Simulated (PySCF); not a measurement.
Bonds (- single, = double, # triple, : aromatic): C1=C2, C2-Si3, Si3-C4, C4-C5, C5:C6, C6:C7, C7:N8, N8:C9, C9:C10, C4=C11, C11-C1, C10:C5. C1 carries H12; C2 carries H13; Si3 carries H14, H15; C6 carries H16; C7 carries H17; C9 carries H18; C10 carries H19; C11 carries H20.

PySCF 2.14 calculation with shieldings: GIAO PBE0/pcSseg-1 and GFN2-xTB structure; no solvent model, no relativistic terms, one conformer, fast rotation and ring inversion assumed for equivalent nuclei.

Question: List the cross peaks expected in HSQC, COSY and HMBC spectra.

Answer: 

HSQC (one-bond C–H):
| δH | δC |
| --- | --- |
| 8.91 (H17/H18) | 156.5 (C7/C9) |
| 7.74 (H20) | 150.7 (C11) |
| 7.47 (H12) | 157.3 (C1) |
| 7.32 (H16/H19) | 125.6 (C6/C10) |
| 6.44 (H13) | 136.8 (C2) |

COSY cross peaks (H two or three bonds apart, from the bond graph; peaks can be absent where the dihedral angle is near 90°):
| δH | δH |
| --- | --- |
| 8.91 (H17/H18) | 7.32 (H16/H19) |
| 7.74 (H20) | 7.47 (H12) |
| 7.47 (H12) | 6.44 (H13) |
| 6.44 (H13) | 4.89 (H14/H15) |

HMBC (two and three bonds, from the bond graph):
| δH | δC |
| --- | --- |
| 8.91 (H17/H18) | 156.5 (C7/C9), 150.5 (C5), 125.6 (C6/C10) |
| 7.74 (H20) | 157.3 (C1), 151.5 (C4), 150.5 (C5), 136.8 (C2) |
| 7.47 (H12) | 151.5 (C4), 150.7 (C11), 136.8 (C2) |
| 7.32 (H16/H19) | 156.5 (C7/C9), 151.5 (C4), 150.5 (C5), 125.6 (C6/C10) |
| 6.44 (H13) | 157.3 (C1), 151.5 (C4), 150.7 (C11) |
| 4.89 (H14/H15) | 157.3 (C1), 151.5 (C4), 150.7 (C11), 150.5 (C5), 136.8 (C2) |

Scale: 1H, 13C against TMS (reference shieldings calculated alike).

Short H···H contacts in this conformer between protons four or more bonds apart (candidates for NOE cross peaks, intensity ∝ r⁻⁶): H19···H20 2.26 Å, H14···H16 2.74 Å.

Shifts are as computed. Against solution values, carbons near 30 ppm lie about +3 ppm off and those near 130 ppm about +5 ppm. Of 1211 compounds with measured shifts, 218 miss one by over three times the rms of a fit or turn the order of signals round; such compounds aren't used in these exercises.
